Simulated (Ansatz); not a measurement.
Cost and result for the atomization energy of `Cl[Si](Cl)(Cl)[SnH2][Si](Cl)(Cl)Cl` (11 atoms, 10 bonds).

Cartesian coordinates in Å:
```
Cl -2.962 0.673 0.392
Si -1.226 1.683 0.028
Cl -1.095 2.025 -1.981
Cl -1.324 3.488 0.980
Sn 0.784 0.309 0.824
Si 0.754 -1.869 -0.524
Cl 0.940 -1.469 -2.517
Cl -1.009 -2.855 -0.231
Cl 2.282 -3.110 0.025
H 2.226 1.160 0.519
H 0.629 -0.035 2.484
```

Charge 0, multiplicity 1. Correlated methods include outer-core shells of Sn, which these sets cover unevenly. Sn: def2 effective core potential. The structure was optimised at the PBE0-D4/def2-TZVP level. It is one conformer, not always the lowest. Program: Ansatz. All runs use 4 threads of an AMD EPYC 7R13 on a shared host and a share of an NVIDIA H100 80 GB. Times are those of one run each, without the atoms' runs, and a repeat can differ threefold. Electronic energies, without spin–orbit coupling; frozen cores. CCSD(T)/CBS adds CCSD(T) − MP2 in def2-TZVPP to the MP2 limit, and its time is that of the two runs behind it. T1 = 0.011. With those shells the extrapolation isn't a true limit. HSE06 is the plane-wave form, built on full-range PBE exchange.

CCSD(T)/CBS is a level of theory with its own doubt, some kJ/mol a heavy atom from the limit and from the frozen cores, so smaller differences don't rank the functionals.

```csv
level,functions,wall time
CCSD(T)/def2-SVP,180,2.8 s
revPBE-D4/def2-TZVPP,414,3.2 s
B2PLYP/def2-TZVPP,414,3.8 s
r2SCAN-D4/def2-TZVPP (with forces),414,4.2 s
HSE06-D4/def2-TZVPP,414,4.6 s
PBE-D4/def2-TZVPP (with forces),414,6.5 s
ωB97M-V/def2-TZVPP (with forces),414,6.5 s
BHLYP-D4/def2-TZVPP,414,7 s
MP2/def2-QZVPP,702,7 s
CAM-B3LYP-D4/def2-TZVPP,414,7.5 s
B97M-V/def2-TZVPP,414,12 s
CCSD(T)/def2-TZVPP,414,23 s
CCSD(T)/CBS(def2),–,30 s
```

Problem. What atomization energy does each give, and how far from CCSD(T)/CBS? (Estimate.)

Solution. Computed: 
```
                             level  atomization (kJ/mol)  difference from CCSD(T)/CBS  per bond
                  CCSD(T)/def2-SVP                2939.4                       -390.6     -39.1
              revPBE-D4/def2-TZVPP                3268.5                        -61.5      -6.1
                 B2PLYP/def2-TZVPP                3190.6                       -139.4     -13.9
r2SCAN-D4/def2-TZVPP (with forces)                3346.8                         16.8       1.7
               HSE06-D4/def2-TZVPP                3324.6                         -5.4      -0.5
   PBE-D4/def2-TZVPP (with forces)                3358.5                         28.5       2.9
  ωB97M-V/def2-TZVPP (with forces)                3333.9                          3.9       0.4
               BHLYP-D4/def2-TZVPP                3184.0                       -146.0     -14.6
                    MP2/def2-QZVPP                3398.5                         68.5       6.9
           CAM-B3LYP-D4/def2-TZVPP                3242.6                        -87.4      -8.7
                 B97M-V/def2-TZVPP                3394.9                         64.9       6.5
                CCSD(T)/def2-TZVPP                3181.6                       -148.4     -14.8
                 CCSD(T)/CBS(def2)                3330.0                          0.0       0.0
```

Leaving LDA and LC-ωPBE aside and taking each functional with its dispersion term where it has one, the values spread over 210.9 kJ/mol, from BHLYP-D4 to B97M-V. LDA lies +518.6 kJ/mol from PBE without D4, its usual overbinding. From r2SCAN to r2SCAN0 (25 % exact exchange), in def2-TZVPP and without D4, the atomization energy moves by −59.5 kJ/mol: exact exchange takes away binding that semilocal exchange gives to molecules. At CCSD(T), def2-SVP lies −390.5 kJ/mol from the extrapolated value and def2-TZVPP −148.3 kJ/mol: correlation converges slowly with the basis, and small sets miss more of it in the bonded molecule than in its fragments.

Spin–orbit coupling would lower the free Sn atoms strongly, and the atomization energy with them, by more than many differences here. For some Ge, Se and Sn compounds the MP2-based and the directly extrapolated limit differ by 10 to 25 kJ/mol.
